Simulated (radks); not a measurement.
Ho, configuration [Xe] 4f(up 6.625, down 4.375) 6s2 (fractional occupations, a model configuration).

Calculated with a radial shooting solver on a logarithmic mesh with Libxc functionals: scalar-relativistic Kohn-Sham, LDA (Slater exchange, Perdew-Wang correlation), spin-polarised, spherical densities, finite nucleus; Fermi nuclear charge, rms radius 5.2022 fm.

Energy parts (hartree):
total: -12607.1213
kinetic: 13628.3987
electron-nucleus: -30901.2725
Hartree: 4927.9391
exchange-correlation: -262.1866

Orbitals (lengths in bohr, moments of r in powers of bohr; <r^-3> diverges for s and p1/2; r(90%) holds 90 % of the orbital's charge):
orbital   occ.  eigenvalue (hartree)      <r>  <r^-3>  r(90%)
1s up        1             -2037.272  0.02076       -  0.0376
1s down      1             -2037.272  0.02076       -  0.0376
2s up        1             -340.8214  0.08816       -   0.136
2s down      1             -340.8198  0.08816       -   0.136
2p up        3             -302.1153  0.07809   13530   0.127
2p down      3             -302.1142  0.07809   13530   0.127
3s up        1             -76.11530   0.2301       -   0.337
3s down      1             -76.08046   0.2301       -   0.337
3p up        3             -64.28267   0.2291    2896   0.343
3p down      3             -64.24806   0.2290    2898   0.343
3d up        5             -49.21924   0.2080   386.3   0.324
3d down      5             -49.19225   0.2079   386.6   0.323
4s up        1             -15.04232   0.5191       -   0.746
4s down      1             -14.97061   0.5192       -   0.746
4p up        3             -11.14464   0.5504   654.3   0.801
4p down      3             -11.07407   0.5505   653.8   0.801
4d up        5              -5.87520   0.5965   73.11   0.898
4d down      5              -5.80637   0.5970   72.99   0.899
5s up        1              -1.87262    1.273       -    1.84
5s down      1              -1.83893    1.279       -    1.85
5p up        3              -0.96746    1.518   82.24    2.25
5p down      3              -0.94306    1.529   80.49    2.27
4f up    6.625              -0.15099   0.8445   9.865    1.48
6s up        1              -0.14595    3.994       -    5.95
6s down      1              -0.14371    4.026       -    6.00
4f down  4.375              -0.09207   0.8718   9.644    1.54

The highest occupied level is 4f down at -2.505 eV. Spin moment in Bohr magnetons: 2.25. The electron density at the nucleus is 8.439e+05 e/bohr^3 (large components only). Summed over all electrons, <r^2> = 75.51 bohr^2, which gives a Langevin (diamagnetic) susceptibility term of -59.8 x 10^-6 cm^3/mol. The spin density at the nucleus is 0.590 e/bohr^3 (1s 0.004, 2s -0.625, 3s -5.963, 4s 1.168, 5s 5.389, 6s 0.618).
